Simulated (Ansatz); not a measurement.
Isolated molecules relaxed with PBE0-D4/def2-TZVP in Ansatz; ΔE leaves out vibrations. CCSD(T)/CBS adds triple-zeta CCSD(T) − MP2 to the extrapolated MP2 energy (def2 sets, frozen cores). DFT in def2-TZVPP. For Ga outer-core shells are correlated without core-valence functions, which leaves a few kJ/mol of doubt a bond. Scalar relativity is left out up to krypton. Each species was taken in one conformer, which may not be the lowest.

`CC[SiH2][GaH2]` → `[GaH3]` + `CC[SiH]`  (silylene formation by 1,1-elimination)

```json
{"level": "B2PLYP", "ΔE (kcal/mol)": "58.1"}
{"level": "revPBE", "ΔE (kcal/mol)": "56.5"}
{"level": "HF/def2-SVP", "ΔE (kcal/mol)": "53.4"}
{"level": "CCSD/def2-TZVPP", "ΔE (kcal/mol)": "58.0"}
```

**Question.** What does CCSD(T)/CBS give? (Estimate.)

**Answer.** Ansatz gave: +60.5 kcal/mol. The listed levels differ from it by -2.4, -4.0, -7.1, -2.5 kcal/mol.

Largest T1 diagnostic among the species: 0.013.

In def2-TZVPP, CCSD(T) changes the Hartree–Fock value by +4.9 kcal/mol (the triples alone add +0.9 kcal/mol) and MP2 by +8.1 kcal/mol. Leaving LDA and LC-ωPBE aside and taking each functional with its dispersion term where it has one, the values, not all of them listed here, spread over 8.0 kcal/mol, from BLYP-D4 to r2SCAN0-D4. LDA lies +6.7 kcal/mol from PBE without D4.

CCSD(T)/CBS has its own doubt, a few kJ/mol and more with outer-core shells, so smaller differences from it don't rank the levels.
